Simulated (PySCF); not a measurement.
Radial density of Cu (copper, neutral)

MN15, [Ar] 3d10 4s1, 2S determinant. Calculation: PySCF 2.14, in cc-pVTZ-DK; the spin-free X2C one-electron Hamiltonian (Gaussian nucleus).

| r (bohr) | 4πr²ρ (e/bohr) | 4πr²(ρα − ρβ) |
| --- | --- | --- |
| 0.000925 | 0.2725 | 0.0001 |
| 0.00156 | 0.6803 | 0.0002 |
| 0.00262 | 1.662 | 0.0005 |
| 0.00440 | 3.916 | 0.0011 |
| 0.00740 | 8.691 | 0.0025 |
| 0.0125 | 17.33 | 0.0048 |
| 0.0209 | 28.76 | 0.0073 |
| 0.0352 | 35.34 | 0.0061 |
| 0.0593 | 30.19 | -0.0006 |
| 0.0997 | 30.25 | 0.0040 |
| 0.168 | 40.18 | 0.0151 |
| 0.282 | 23.79 | -0.0232 |
| 0.474 | 20.19 | -0.0065 |
| 0.798 | 18.33 | -0.0313 |
| 1.34 | 5.318 | 0.1424 |
| 2.26 | 1.281 | 0.3900 |
| 3.80 | 0.2652 | 0.1978 |
| 6.39 | 0.02066 | 0.0206 |
| 10.7 | 0.0001340 | 0.0001 |

Densities and radii are taken from the X2C orbitals without a picture-change correction, which distorts them close to the nucleus.

Task: Where is the radial spin density 4πr²(ρα − ρβ) most negative, and why is it negative at all?

Result: Around r = 0.798 bohr, down to -0.0313 e/bohr: exchange with the open shell polarises the paired shells in an unrestricted calculation.
